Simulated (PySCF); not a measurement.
Species: 4-chlorobenzonitrile, C7H4ClN.
Numbering: `[N:1]#[C:2][c:3]1[cH:4][cH:5][c:6]([Cl:7])[cH:8][cH:9]1` (hydrogens: H10 on C4; H11 on C5; H12 on C8; H13 on C9)

The same species was optimised twice, with GFN2-xTB and with PBE0-D3(BJ)/def2-SVP (PySCF), and the same property calculations (PySCF, gas phase) were run on both structures.

| coordinate | GFN2-xTB | PBE0-D3(BJ)/def2-SVP | change |
| --- | --- | --- | --- |
| C2–C3 (Å) | 1.414 | 1.431 | +0.017 |
| N1≡C2 (Å) | 1.146 | 1.159 | +0.013 |
| C4–C5 (Å) | 1.380 | 1.389 | +0.009 |
| C8–C9 (Å) | 1.381 | 1.389 | +0.008 |
| C3–C9 (Å) | 1.396 | 1.403 | +0.007 |
| C3–C4 (Å) | 1.395 | 1.403 | +0.008 |
| C5–C6 (Å) | 1.389 | 1.396 | +0.007 |
| C6–C8 (Å) | 1.389 | 1.396 | +0.007 |
| C6–Cl7 (Å) | 1.725 | 1.726 | +0.001 |
| C4–C3–C9 (°) | 120.1 | 119.8 | -0.3 |
| C3–C4–C5 (°) | 119.9 | 120.1 | +0.2 |
| C2–C3–C9 (°) | 120.0 | 120.2 | +0.2 |
| C3–C9–C8 (°) | 119.9 | 120.1 | +0.2 |
| C4–C5–C6 (°) | 119.5 | 119.4 | -0.1 |
| C6–C8–C9 (°) | 119.5 | 119.4 | -0.1 |
| C5–C6–Cl7 (°) | 119.4 | 119.4 | 0.0 |
| C2–C3–C4 (°) | 119.9 | 119.9 | 0.0 |

Rotational constants: A = 5704, B = 701.7, C = 624.8 MHz (GFN2-xTB) against A = 5645, B = 692.8, C = 617.1 MHz (PBE0-D3(BJ)/def2-SVP). Point groups within 0.08 Å: C2v and C2v.

On the GFN2-xTB structure: HOMO (eV) -7.75 [PBE0/pcSseg-1]; LUMO (eV) -1.87 [PBE0/pcSseg-1]; dipole (D) 3.04 [PBE0/pcSseg-1]; GIAO shielding of N1 (ppm) -51.0 [PBE0/pcSseg-1]; GIAO shielding of C2 (ppm) 63.2 [PBE0/pcSseg-1]; GIAO shielding of C3 (ppm) 71.4 [PBE0/pcSseg-1]; GIAO shielding of C4/C9 (mean) (ppm) 46.1 [PBE0/pcSseg-1]; GIAO shielding of C5/C8 (mean) (ppm) 51.3 [PBE0/pcSseg-1]; GIAO shielding of C6 (ppm) 35.8 [PBE0/pcSseg-1]; GIAO shielding of Cl7 (ppm) 688.3 [PBE0/pcSseg-1].

Task: What do these properties become on the PBE0-D3(BJ)/def2-SVP structure?

Result: 
```tsv
property	level	on GFN2-xTB	on PBE0-D3(BJ)/def2-SVP	change
HOMO (eV)	PBE0/pcSseg-1	-7.75	-7.74	+0.01
LUMO (eV)	PBE0/pcSseg-1	-1.87	-1.92	-0.05
dipole (D)	PBE0/pcSseg-1	3.04	3.09	+0.05
energy, GFN2-xTB geometry as zero (kcal/mol)	PBE0/pcSseg-1	0.0	-0.2	-0.2
GIAO shielding of N1 (ppm)	PBE0/pcSseg-1	-51.0	-57.1	-6.1
GIAO shielding of C2 (ppm)	PBE0/pcSseg-1	63.2	61.0	-2.2
GIAO shielding of C3 (ppm)	PBE0/pcSseg-1	71.4	68.7	-2.7
GIAO shielding of C4/C9 (mean) (ppm)	PBE0/pcSseg-1	46.1	44.2	-1.9
GIAO shielding of C5/C8 (mean) (ppm)	PBE0/pcSseg-1	51.3	49.2	-2.1
GIAO shielding of C6 (ppm)	PBE0/pcSseg-1	35.8	34.1	-1.7
GIAO shielding of Cl7 (ppm)	PBE0/pcSseg-1	688.3	685.0	-3.3
```

The heavy atoms differ by 0.016 Å rms after alignment. Among bonds between heavy atoms C2–C3 changes most (+0.017 Å). Changes are differences of the printed values. Neither structure is proved a minimum here.
